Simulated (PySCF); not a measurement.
H9NO2Si3, singlet, geometry from GFN2-xTB. Base run: DF-CAMB3LYP/def2-SV(P) (PySCF).

Here is a job for PySCF.
```python
from pyscf import gto, scf, dft

mol = gto.Mole()
mol.atom = '''
    Si    1.50104895    0.03952880   -1.82018028
    O     1.58654163   -0.32861379   -0.25141978
    Si    0.93883110   -0.61210508    1.20896529
    O    -0.66161182   -0.45860864    1.16918815
    Si   -2.02218299    0.07836431    0.46222556
    N    -1.68708401    1.60506383   -0.25426115
    H     0.26635977   -0.49509100   -2.39848484
    H     1.51498581    1.50289888   -1.93022301
    H     2.69374184   -0.56809134   -2.40201261
    H     1.21234638   -2.00635206    1.52173941
    H     1.48728336    0.40527975    2.09292499
    H    -2.96059405    0.29763860    1.55773441
    H    -2.43706766   -0.98853034   -0.45770417
    H    -0.79999041    1.73909665   -0.71316049
    H    -2.41467403    2.09445116   -0.74728050
'''
mol.basis = 'def2-sv(p)'
mol.verbose = 4
mol.max_memory = 1800
mol.build()

mf = dft.RKS(mol)
mf.xc = 'camb3lyp'
mf = mf.density_fit(auxbasis='def2-universal-jkfit')
mf.kernel()
```

The job was repeated with other settings on one machine. Differences are taken from the largest basis of the def2 family in the series, which isn't the basis-set limit (def2-TZVPP: -1079.374780 Eh). The cheapest run took roughly 10 core-seconds.

```
setting     basis functions  cost, times the cheapest (rough)  difference in total energy (mEh)
----------  ---------------  --------------------------------  --------------------------------
def2-SV(P)              114                                 1                            624.59
def2-SVP                141                                 2                            602.33
def2-TZVP               258                                 3                              3.49
def2-TZVPP              345                                 4                         reference
```

Times come from a shared machine, hold the start-up and are rough. Total energies converge more slowly with the basis than energy differences do.
